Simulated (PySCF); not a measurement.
C7H4N6, SMILES C1=CC2N3C(N=CN=2)=NC=NC3=N1.

The structure is a stationary point at B3LYP-D3(BJ)/def2-SVP.

Level of theory: PBE/def2-SVP in PySCF.

Symmetry labels are those of the subgroup Cs that the program uses (full group Cs).

Problem. List the valence orbital energies around the gap with their symmetry. (An estimate is asked for; the answer gives what the named calculation found.)

Solution. 
```tsv
orbital	symmetry	energy (eV)
HOMO−7	A"	-8.70
HOMO−6	A"	-8.30
HOMO−5	A'	-7.86
HOMO−4	A'	-7.65
HOMO−3	A'	-6.89
HOMO−2	A'	-6.43
HOMO−1	A'	-6.38
HOMO	A"	-5.95
LUMO	A"	-3.71
LUMO+1	A"	-2.69
LUMO+2	A"	-2.56
LUMO+3	A"	0.19
```
